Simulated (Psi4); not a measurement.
H3Si2, doublet (typed; the unrestricted solution is spin-contaminated), at a GFN2-xTB geometry; CCSD(T)/6-31G* run with Psi4 1.11.

Here is a job for Psi4.
```
memory 2 GB

molecule mol {
0 2
  Si    1.035832   -0.574106    0.027596
  Si   -0.912794    0.450809   -0.023222
  H     2.015103    0.574737    0.020044
  H    -1.726506    1.690621   -0.060588
  H    -2.011135   -0.539201   -0.020689
}

set basis 6-31g*
set reference uhf
set freeze_core true
set mp2_type conv
set scf_type pk
set puream true
set d_convergence 1e-8

energy('ccsd(t)')
print_variables()
```

Q: Predict the main parts of the log of this Psi4 run.

A: 
```
   => Loading Basis Set <=

    Name: 6-31G*
    Role: ORBITAL
    Keyword: BASIS

         ---------------------------------------------------------
                                   SCF
               by Justin Turney, Rob Parrish, Andy Simmonett
                          and Daniel G. A. Smith
                              UHF Reference
         ---------------------------------------------------------

  ==> Geometry <==

    Molecular point group: c1
    Full point group: C1

    Geometry (in Angstrom), charge = 0, multiplicity = 2:

       Center              X                  Y                   Z               Mass
    ------------   -----------------  -----------------  -----------------  -----------------
         SI           1.006902100585    -0.545115082135     0.026567487377    27.976926534650
         SI          -0.941723899415     0.479799917865    -0.024250512623    27.976926534650
         H            1.986173100585     0.603727917865     0.019015487377     1.007825032230
         H           -1.755435899415     1.719611917865    -0.061616512623     1.007825032230
         H           -2.040064899415    -0.510210082135    -0.021717512623     1.007825032230

  Running in c1 symmetry.

  Rotational constants: A =      3.71476  B =      0.21525  C =      0.20346 [cm^-1]
  Rotational constants: A = 111365.64300  B =   6452.90257  C =   6099.47814 [MHz]
  Nuclear repulsion =   69.536923431085327

  Charge       = 0
  Multiplicity = 2
  Electrons    = 31
  Nalpha       = 16
  Nbeta        = 15

  ==> Algorithm <==

  SCF Algorithm Type is PK.
  DIIS enabled.
  MOM disabled.
  Fractional occupation disabled.
  Guess Type is SAD.
  Energy threshold   = 1.00e-08
  Density threshold  = 1.00e-08
  Integral threshold = 1.00e-12

  ==> Primary Basis <==

  Basis Set: 6-31G*
    Blend: 6-31G*
    Number of shells: 22
    Number of basis functions: 42
    Number of Cartesian functions: 44
    Spherical Harmonics?: true
    Max angular momentum: 2

  ==> Integral Setup <==

  Using in-core PK algorithm.
   Calculation information:
      Number of atoms:                   5
      Number of AO shells:              22
      Number of primitives:             66
      Number of atomic orbitals:        44
      Number of basis functions:        42

      Integral cutoff                 1.00e-12
      Number of threads:                 1

  Performing in-core PK
  Using 816312 doubles for integral storage.
  We computed 31235 shell quartets total.
[...]
  @UHF Final Energy:  -579.43329770641890
    Total Energy =                       -579.4332977064188981
[...]
      3   3   3   3        -0.0299698408
      2   2   1   2        -0.0284335595
      5   3   0   0        -0.0281307782
      3   4   0   0        -0.0261790062

    SCF energy       (wfn)                    = -579.433297706418898
    Reference energy (file100)                = -579.433297706415601

    Opposite-spin MP2 correlation energy      =   -0.118914667937891
    Same-spin MP2 correlation energy          =   -0.026969610638868
    Singles MP2 correlation energy            =   -0.000000000000000
    MP2 correlation energy                    =   -0.145884278576759
      * MP2 total energy                      = -579.579181984992374

    Opposite-spin CCSD correlation energy     =   -0.161788542066728
    Same-spin CCSD correlation energy         =   -0.028047434698233
    Singles CCSD correlation energy           =   -0.000000000000000
    CCSD correlation energy                   =   -0.189835976764961
      * CCSD total energy                     = -579.623133683180527

            **************************
            *                        *
            *        CCTRIPLES       *
            *                        *
            **************************

    Wave function   =    CCSD_T
    Reference wfn   =      UHF

    Nuclear Rep. energy (wfn)                =   69.536923431085327
    SCF energy          (wfn)                = -579.433297706418898
    Reference energy    (file100)            = -579.433297706415601
    CCSD energy         (file100)            =   -0.189835976764961
    Total CCSD energy   (file100)            = -579.623133683180527

    Number of ijk index combinations:
    Spin Case AAA:                                  20
    Spin Case BBB:                                  10
    Spin Case AAB:                                  75
    Spin Case ABB:                                  60
    AAA (T) energy                             =   -0.000127780815672
    BBB (T) energy                             =   -0.000066340298274
    AAB (T) energy                             =   -0.004869577401970
    ABB (T) energy                             =   -0.003916247294785
    (T) energy                                   =   -0.008979945810701
      * CCSD(T) total energy                     = -579.632113628991306

  Variable Map:
  ----------------------------------------------------------------------------
[...]
  Array Variable Map:
  ----------------------------------------------------------------------------
[...]
[...]
```
